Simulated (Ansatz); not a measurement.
Total energies of Al₅Ru₂⁻ from Ansatz at PBE-D4/def2-TZVPD, gas phase (1 Eh = 27.2114 eV = 2625.5 kJ/mol). The reference geometry is relaxed at PBE-D4/def2-SVPD.

```xyz
7

Ru   -0.362    0.264   -0.734
Ru    1.430    0.008    2.173
Al   -0.169   -0.978   -2.705
Al   -2.677    0.132   -1.025
Al    2.013    0.444   -0.056
Al   -0.229    1.482    1.415
Al   -0.006   -1.351    0.932
```

```
            state                     geometry  energy (Eh)
charge -1 singlet                    reference  -1401.65215
 charge 0 doublet                    reference  -1401.56531
charge -1 triplet  relaxed at PBE-D4/def2-SVPD  -1401.64255
charge -1 quintet  relaxed at PBE-D4/def2-SVPD  -1401.61415
```

In the def2 sets Ru takes a core potential; there is no spin–orbit coupling.

**Question.** Work out the vertical ionisation energy to the doublet.

**Answer.** E(charge 0 doublet) − E(charge -1 singlet) = -1401.56531 − (-1401.65215) = 0.08684 Eh = 2.36 eV. For comparison, −ε of the highest occupied level is 0.58 eV at this level, 1.78 eV less.

**Question.** Which of the charge -1 states is lowest, and how far above it are the others?

**Answer.** The singlet. triplet: -1401.64255 − (-1401.65215) = 0.00960 Eh = 25.2 kJ/mol; quintet: -1401.61415 − (-1401.65215) = 0.03800 Eh = 99.8 kJ/mol. The triplet differs in its bonds from the reference. The quintet differs in its bonds from the reference.

At PBE-D4/def2-TZVPD the gap within one spin of the charge 0 doublet nearly closes, so an electron or hole may be smeared out by delocalisation error. At PBE-D4/def2-TZVPD the highest occupied level of the charge -1 quintet lies above zero (up to 0.10 eV). It is a level of α spin, whose loss leaves a quartet; that state wasn't run at this geometry and level. The electron is either unbound and held by the finite basis, or the level is raised by self-interaction error. 

The structure comes from a short search, and lower isomers may exist.
